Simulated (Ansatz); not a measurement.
Consider the ligand exchange at the Si–C bond: `N[SiH2]C=[Se]` + `N[SiH](O)Cl` → `N[SiH2]O[SiH](N)Cl` + `C=[Se]`.

Gas-phase electronic energies from Ansatz, PBE0-D4/def2-TZVP geometries. CBS: MP2 limit from def2 TZ/QZ plus the TZ coupled-cluster correction, frozen cores. Functionals use def2-TZVPP. B3LYP here is the variant with VWN-RPA as its local correlation; programs differ in this. For Se outer-core shells are correlated without core-valence functions, which leaves a few kJ/mol of doubt a bond. Scalar relativity is left out up to krypton. Each species was taken in one conformer, which may not be the lowest.

`N[SiH2]C=[Se]`:

Cartesian coordinates in Å:
```
N -1.168 0.910 -0.104
Si -0.363 -0.513 0.364
C 1.442 -0.324 -0.102
Se 2.085 1.014 -1.038
H -2.168 1.001 -0.134
H -0.694 1.535 -0.739
H -0.436 -0.758 1.832
H -0.839 -1.768 -0.293
H 2.143 -1.098 0.214
```

`N[SiH](O)Cl`:

Z-matrix (Å, degrees):
```
Si
O 1 1.631
Cl 1 2.058 2 112.6
N 1 1.700 2 111.2 3 116.8
H 1 1.474 2 103.8 3 -116.0
H 2 0.960 1 116.7 3 -67.6
H 4 1.006 1 120.7 2 -147.4
H 4 1.007 1 121.4 2 60.6
```

`N[SiH2]O[SiH](N)Cl`:

```xyz
13

N     0.566    0.451    1.739
Si    1.459   -0.551    0.677
O     0.751   -0.656   -0.804
Si   -0.748   -0.451   -1.385
N    -1.220    1.170   -1.212
Cl   -1.969   -1.772   -0.345
H     0.922    1.340    2.045
H    -0.121    0.077    2.371
H     1.549   -1.926    1.220
H     2.792    0.062    0.479
H    -0.830   -0.849   -2.800
H    -2.048    1.504   -1.678
H    -1.103    1.599   -0.306
```

`C=[Se]`:

```xyz
4

C    -0.124   -0.077    0.028
Se    1.326    0.828   -0.300
H    -0.666    0.029    0.965
H    -0.536   -0.779   -0.693
```

| level | ΔE (kJ/mol) | difference from CCSD(T)/CBS |
| --- | --- | --- |
| B3LYP-D4 | -119.1 | -2.7 |
| ωB97M-V | -117.9 | -1.5 |
| PBE0 | -105.3 | 11.1 |
| B3LYP | -114.9 | 1.5 |
| HF/def2-TZVPP | -135.5 | -19.1 |
| MP2/def2-TZVPP | -116.7 | -0.3 |
| CCSD/def2-TZVPP | -121.4 | -5.0 |
| HF/def2-QZVPP | -137.3 | -20.9 |
| HF/CBS(def2) | -137.5 | -21.1 |
| CCSD/CBS(def2) | -119.1 | -2.7 |
| CCSD(T)/CBS | -116.4 | 0 |

Largest T1 diagnostic among the species: 0.015.

In def2-TZVPP, CCSD(T) changes the Hartree–Fock value by +16.8 kJ/mol (the triples alone add +2.7 kJ/mol) and MP2 by +18.8 kJ/mol. The D4 term adds −4.2 kJ/mol with B3LYP and −3.1 kJ/mol with PBE0; it sums over pairs of atoms, weighted by their polarisabilities, and B3LYP, whose exchange is more repulsive, gets the larger term. From PBE to PBE0 (25 % exact exchange), in def2-TZVPP and without D4, ΔE moves by −7.1 kJ/mol.
